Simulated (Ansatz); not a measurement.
Calculated with Ansatz (gas phase, PBE0-D4/def2-TZVP geometries, no zero-point term in ΔE). CCSD(T)/CBS is the MP2 limit (def2-TZVPP, def2-QZVPP) plus CCSD(T) − MP2 in def2-TZVPP, frozen cores. Functionals use def2-TZVPP. One conformer a species, not always the lowest.

`COCS[SiH3]` → `CO[SiH2]SC`  (isomerisation)

```json
{"level": "ωB97M-V", "ΔE (eV)": "-1.69"}
{"level": "HF/def2-TZVPP", "ΔE (eV)": "-1.80"}
{"level": "MP2/def2-TZVPP", "ΔE (eV)": "-1.74"}
{"level": "HF/CBS(def2)", "ΔE (eV)": "-1.82"}
```

What does CCSD(T)/CBS give? (Best estimate.)

The calculation gave: -1.72 eV. The listed levels differ from it by 0.03, -0.08, -0.02, -0.10 eV.

Largest T1 diagnostic among the species: 0.012.

In def2-TZVPP, CCSD(T) changes the Hartree–Fock value by +0.13 eV (the triples alone add +0.03 eV) and MP2 by +0.06 eV. From PBE to PBE0 (25 % exact exchange), in def2-TZVPP and without D4, ΔE moves by −0.07 eV.
